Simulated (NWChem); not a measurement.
Correlation energy of hydrogen bromide (HBr)

```xyz
2

Br     0.0000     0.0000     0.0395
H      0.0000     0.0000    -1.3829
```
Charge 0, spin multiplicity 1.

Program: NWChem. The geometry was optimised at PBE0/def2-SVP, a minimum by its harmonic frequencies.

Basis set: def2-QZVP. Each correlation energy counts from its own Hartree-Fock reference.

| method | correlation energy (mHa) | difference from CCSD(T) |
|---|---|---|
| CR-CCSD(T) | -378.3 | +1.7 |
| CCSD | -369.0 | +11.0 |
| CR-CCSD[T] | -378.6 | +1.4 |
| SCS-MP2 | -344.9 | +35.1 |
| MP2 | -365.0 | +15.0 |
| CCSD+T(CCSD) | -380.4 | -0.3 |
| CCSD(T) | -380.0 | 0.0 |

The values span 35.4 mHa, from CCSD+T(CCSD) (lowest) to SCS-MP2 (highest). 

The Hamiltonian is non-relativistic. The correlated methods keep 9 core orbitals frozen. No row is a measurement; the coupled-cluster row has its own basis-set and correlation limits.
